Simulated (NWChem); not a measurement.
System: SiHCl3; SMILES Cl[SiH](Cl)Cl

NWChem input:

```
start job
memory heap 200 mb stack 900 mb global 1100 mb
geometry units angstroms noautosym nocenter noautoz
  Si     0.000000     0.000000     0.500755
  Cl    -0.502172    -1.859017    -0.187689
  Cl    -1.358870     1.364402    -0.187689
  Cl     1.861042     0.494615    -0.187689
  H      0.000000     0.000000     1.977546
end
basis spherical
  * library def2-svp
end
dft
  xc pbe0
  iterations 150
end
cosmo
  do_cosmo_smd true
  solvent hexane
end
task dft energy
```

Excerpt of the output:

```
             Northwest Computational Chemistry Package (NWChem) 7.3.0
             --------------------------------------------------------

                             Geometry "geometry" -> ""
                             -------------------------

 Output coordinates in angstroms (scale by  1.889725989 to convert to a.u.)

  No.       Tag          Charge          X              Y              Z
 ---- ---------------- ---------- -------------- -------------- --------------
    1 Si                  14.0000     0.00000000     0.00000000     0.50075500
    2 Cl                  17.0000    -0.50217200    -1.85901700    -0.18768900
    3 Cl                  17.0000    -1.35887000     1.36440200    -0.18768900
    4 Cl                  17.0000     1.86104200     0.49461500    -0.18768900
    5 H                    1.0000     0.00000000     0.00000000     1.97754600

 Effective nuclear repulsion energy (a.u.)     336.6454492163

                                 NWChem DFT Module
                                 -----------------

 Summary of "ao basis" -> "ao basis" (spherical)
 ------------------------------------------------------------------------------
       Tag                 Description            Shells   Functions and Types
 ---------------- ------------------------------  ------  ---------------------
 Si                         def2-svp                 8       18   4s3p1d
 Cl                         def2-svp                 8       18   4s3p1d
 H                          def2-svp                 3        5   2s1p

 in cosmo_initialize ...
 calling solv_data for solv:hexane

 solvent parameters
 solvname_short: hexane
 solvname_long:  n-hexane
 dielec:        1.8819
 dielecinf:     1.8903
 nonaqueous SMD model solvent descriptors
 dielec:        1.8819
 sola:          0.0000
 solb:          0.0000
 solc:          0.0000
 solg:         25.7500
 solh:          0.0000
 soln:          1.3749

          ---------------
          -cosmo- solvent
          ---------------
 Cosmo: York-Karplus, doi: 10.1021/jp992097l
 dielectric constant -eps-     =   1.88
 screen = (eps-1)/(eps    )    =   0.46862
 surface charge correction     = lagrangian

   van der Waals surface
 --------------------------

 ---------- ATOMIC COORDINATES (A.U.) ------------ VDWR(ANG.) --
     1    0.00000000    0.00000000    0.94628974     2.470
     2   -0.94896748   -3.51303274   -0.35468078     2.380
     3   -2.56789195    2.57834592   -0.35468078     2.380
     4    3.51685943    0.93468682   -0.35468078     2.380
     5    0.00000000    0.00000000    3.73702007     1.200
 number of segments per atom =        128
 number of   points per atom =        128
 atom (   nspa,  nppa )
 ----------------------
    1 (     36,     0 )       0
    2 (     88,     0 )       0
    3 (     86,     0 )       0
    4 (     88,     0 )       0
    5 (     36,     0 )       0
 number of -cosmo- surface points =      334
 molecular surface =    157.851 angstrom**2
 molecular volume  =    158.362 angstrom**3
 -lineq- algorithm             =   0
 -bem- low  level              =   3
 -bem- from -octahedral-
 gaussian surface charge width =   4.50000
 degree of switching           =   1.00000
 switching function tolerance  =   0.00010
 atomic radii =
 --------------
    1 14.000  2.470
    2 17.000  2.380
    3 17.000  2.380
    4 17.000  2.380
    5  1.000  1.200
 ...... end of -cosmo- initialization ......

 nat:                     5
 ixmem:                  1509
 calling mnsol_interface()
 G(SMD-CDS) energy (kcal/mol)  =    -2.953
 SMD-CDS SASA (angstrom**2)    =   142.935

            General Information
            -------------------
          SCF calculation type: DFT
          Wavefunction type:  closed shell.
          No. of atoms     :     5
          No. of electrons :    66
           Alpha electrons :    33
            Beta electrons :    33
          Charge           :     0
          Spin multiplicity:     1
          Use of symmetry is: off; symmetry adaption is: off
          Maximum number of iterations: 150
          AO basis - number of functions:    77
                     number of shells:    35
          Convergence on energy requested:  1.00D-06
          Convergence on density requested:  1.00D-05
          Convergence on gradient requested:  5.00D-04

              XC Information
              --------------
                         PBE0 Method XC Functional
                     Hartree-Fock (Exact) Exchange  0.250
          PerdewBurkeErnzerhof Exchange Functional  0.750
            Perdew 1991 LDA Correlation Functional  1.000 local
           PerdewBurkeErnz. Correlation Functional  1.000 non-local

             Grid Information
             ----------------
          Grid used for XC integration:  medium
          Radial quadrature: Mura-Knowles
          Angular quadrature: Lebedev.
          Tag              B.-S. Rad. Rad. Pts. Rad. Cut. Ang. Pts.
          ---              ---------- --------- --------- ---------
          Si                  1.10       88           7.0       590
          Cl                  1.00       88           9.0       590
          H                   0.35       45           8.0       434
          Grid pruning is: on
          Number of quadrature shells:   397
          Spatial weights used:  Erf1

      Superposition of Atomic Density Guess
      -------------------------------------

 Sum of atomic energies:       -1667.20838094

      Non-variational initial energy
      ------------------------------

 Total energy =   -1668.122119
 1-e energy   =   -2977.734538
 2-e energy   =     972.966970
 HOMO         =      -0.394142
 LUMO         =       0.080224

   convergence    iter        energy       DeltaE   RMS-Dens  Diis-err
 ---------------- ----- ----------------- --------- --------- ---------
     COSMO gas phase
 d= 0,ls=0.0,diis     1  -1669.6710002294 -2.01D+03  1.66D-02  5.71D-01
 d= 0,ls=0.0,diis     2  -1669.6433824458  2.76D-02  1.01D-02  6.69D-01
 d= 0,ls=0.0,diis     3  -1669.7409333089 -9.76D-02  1.38D-03  1.40D-02
 d= 0,ls=0.0,diis     4  -1669.7428854375 -1.95D-03  2.17D-04  2.21D-04
 d= 0,ls=0.0,diis     5  -1669.7429110585 -2.56D-05  2.75D-05  4.35D-06
 d= 0,ls=0.0,diis     6  -1669.7429116539 -5.95D-07  5.08D-06  1.76D-07

   convergence    iter        energy       DeltaE   RMS-Dens  Diis-err
 ---------------- ----- ----------------- --------- --------- ---------
     COSMO solvation phase
 d= 0,ls=0.0,diis     1  -1669.7482960815 -5.38D-03  4.84D-04  1.41D-04
 d= 0,ls=0.0,diis     2  -1669.7483342659 -3.82D-05  1.24D-04  8.36D-05
 d= 0,ls=0.0,diis     3  -1669.7483465138 -1.22D-05  3.71D-05  7.11D-06
 d= 0,ls=0.0,diis     4  -1669.7483474926 -9.79D-07  9.53D-06  4.82D-07

         Total DFT energy =    -1669.748347492587
      One electron energy =    -2978.164282077573
           Coulomb energy =     1077.407759449066
    Exchange-Corr. energy =     -105.563432178506
 Nuclear repulsion energy =      336.645449216282

             COSMO energy =       -0.073841901856

 Numeric. integr. density =       65.999997469287

                                COSMO-SMD solvation results
                                ---------------------------

             internal energy in gas <Psi(g)|H|Psi(g)> =     -1669.742911653907
         internal energy in solvent <Psi(s)|H|Psi(s)> =     -1669.742855280820
                               delta internal energy  =         0.000056373087 (    0.04 kcal/mol)
   total free energy in solvent <Psi(s)|H+V/2|Psi(s)> =     -1669.743641436001
 polarization energy contribution <Psi(s)|V/2|Psi(s)> =        -0.000786155181 (   -0.49 kcal/mol)
    total free energy in solvent including G(SMD-CDS) =     -1669.748347492587
                       G(SMD-CDS) energy contribution =        -0.004706056585 (   -2.95 kcal/mol)
     1 M fixed-concentration free energy of solvation =        -0.005435838679 (   -3.41 kcal/mol)

                       DFT Final Molecular Orbital Analysis
                       ------------------------------------

 Vector   31  Occ=2.000000D+00  E=-3.534332D-01
              MO Center=  4.6D-01, -4.6D-01, -1.3D-01, r^2= 4.3D+00
   Bfn.  Coefficient  Atom+Function         Bfn.  Coefficient  Atom+Function
  ----- ------------  ---------------      ----- ------------  ---------------
    31      0.342737  2 Cl pz                67     -0.343912  4 Cl pz
    28      0.255880  2 Cl pz                64     -0.256757  4 Cl pz
    65     -0.221249  4 Cl px                30     -0.219509  2 Cl py
    62     -0.160918  4 Cl px                27     -0.159597  2 Cl py
    29     -0.158101  2 Cl px                66     -0.156485  4 Cl py

 Vector   32  Occ=2.000000D+00  E=-3.480208D-01
              MO Center=  1.7D-03, -1.7D-03,  3.4D-01, r^2= 4.4D+00
   Bfn.  Coefficient  Atom+Function         Bfn.  Coefficient  Atom+Function
  ----- ------------  ---------------      ----- ------------  ---------------
    31      0.321851  2 Cl pz                49      0.320958  3 Cl pz
    67      0.321860  4 Cl pz                73     -0.277942  5 H  s
    28      0.240172  2 Cl pz                46      0.239501  3 Cl pz
    64      0.240179  4 Cl pz                74     -0.217914  5 H  s
    10     -0.138834  1 Si pz                25      0.138907  2 Cl pz

 Vector   33  Occ=2.000000D+00  E=-3.397655D-01
              MO Center=  4.0D-04, -4.1D-04, -1.8D-01, r^2= 4.8D+00
   Bfn.  Coefficient  Atom+Function         Bfn.  Coefficient  Atom+Function
  ----- ------------  ---------------      ----- ------------  ---------------
    29      0.373641  2 Cl px                66      0.374046  4 Cl py
    26      0.277740  2 Cl px                63      0.278041  4 Cl py
    47     -0.274096  3 Cl px                48     -0.272986  3 Cl py
    44     -0.203744  3 Cl px                45     -0.202919  3 Cl py
    23      0.160471  2 Cl px                60      0.160645  4 Cl py

 Vector   34  Occ=0.000000D+00  E= 7.768701D-03
              MO Center= -1.1D-04,  1.1D-04,  7.2D-02, r^2= 3.7D+00
   Bfn.  Coefficient  Atom+Function         Bfn.  Coefficient  Atom+Function
  ----- ------------  ---------------      ----- ------------  ---------------
     3      1.025234  1 Si s                  4      0.495665  1 Si s
    30     -0.433959  2 Cl py                65      0.434432  4 Cl px
     2      0.417740  1 Si s                 13     -0.358560  1 Si pz
    47     -0.317272  3 Cl px                48      0.318563  3 Cl py
    74     -0.281541  5 H  s                 22     -0.248044  2 Cl s

 Vector   35  Occ=0.000000D+00  E= 2.571223D-02
              MO Center=  1.4D-01, -1.4D-01,  6.2D-01, r^2= 3.5D+00
   Bfn.  Coefficient  Atom+Function         Bfn.  Coefficient  Atom+Function
  ----- ------------  ---------------      ----- ------------  ---------------
    11      0.834589  1 Si px                12     -0.826615  1 Si py
    40      0.539499  3 Cl s                 29     -0.317786  2 Cl px
    66      0.316403  4 Cl py                48     -0.278423  3 Cl py
    47      0.274223  3 Cl px                58     -0.273042  4 Cl s
    22     -0.266657  2 Cl s                  8      0.265055  1 Si px

 Vector   36  Occ=0.000000D+00  E= 2.572037D-02
              MO Center= -1.4D-01,  1.4D-01,  6.2D-01, r^2= 3.5D+00
   Bfn.  Coefficient  Atom+Function         Bfn.  Coefficient  Atom+Function
  ----- ------------  ---------------      ----- ------------  ---------------
    12      0.834584  1 Si py                11      0.826610  1 Si px
    22      0.469132  2 Cl s                 58     -0.465442  4 Cl s
    30      0.369128  2 Cl py                65      0.367253  4 Cl px
     9      0.265065  1 Si py                 8      0.262533  1 Si px
    31      0.230283  2 Cl pz                47     -0.227604  3 Cl px

     Multipole analysis of the density
     ---------------------------------

     L   x y z        total         alpha         beta         nuclear
     -   - - -        -----         -----         ----         -------
     0   0 0 0     -0.000000    -33.000000    -33.000000     66.000000

     1   1 0 0     -0.000043     -0.000022     -0.000022      0.000000
     1   0 1 0      0.000046      0.000023      0.000023     -0.000000
     1   0 0 1      0.440223      0.771933      0.771933     -1.103643

     2   2 0 0    -38.386280   -188.027864   -188.027864    337.669447
     2   1 1 0      0.000177      0.000070      0.000070      0.000038
     2   1 0 1     -0.000506     -0.000253     -0.000253     -0.000000
     2   0 2 0    -38.386273   -188.027839   -188.027839    337.669404
     2   0 1 1      0.000525      0.000263      0.000263      0.000000
     2   0 0 2    -36.365186    -34.641363    -34.641363     32.917540
```

Level: PBE0/def2-SVP, SMD on the gas-phase geometry. Geometry: optimised at PBE0/def2-SVP. Solvent: n-hexane.
